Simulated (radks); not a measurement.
Co II, 26 electrons, occupied as [Ar] 3d8. Method: Dirac Kohn-Sham, PBE, spin-unpolarised, spherical densities, finite nucleus; open shells fill j = l - 1/2 first; Fermi nuclear charge, rms radius 3.7875 fm; computed with a radial shooting solver on a logarithmic mesh with Libxc functionals.

Normalised radial functions P(r) = r R(r) (large component), r in bohr:

```
   r/bohr * 3s1/2, o 3d3/2 (the largest magnitude, 1.25, reaches the edge; | marks zero, & curves that meet)
 0.007247                             o   *
  0.01056                             o     *
  0.01525                             o      *
  0.02221                             o       *
  0.03209                             o       *
  0.04637                             o     *
  0.06753                             |&
  0.09758                       *     | o
   0.1421                *            |   o
   0.2053                *            |      o
   0.2991                           * |           o
   0.4321                             |               *o
   0.6243                             |                   o      *
   0.9093                             |                  o  *
    1.314                             |          *  o
    1.913                             |  *     o
    2.765                             *    o
    4.026                             * o
```

3s1/2: eigenvalue -105.57 eV, 2 radial nodes at r = 0.0731, 0.313 bohr, <r> = 0.778 bohr, 90 % of the charge inside 1.17 bohr. 3d3/2: eigenvalue -12.332 eV, 0 radial nodes, <r> = 1.13 bohr, 90 % of the charge inside 2.04 bohr.
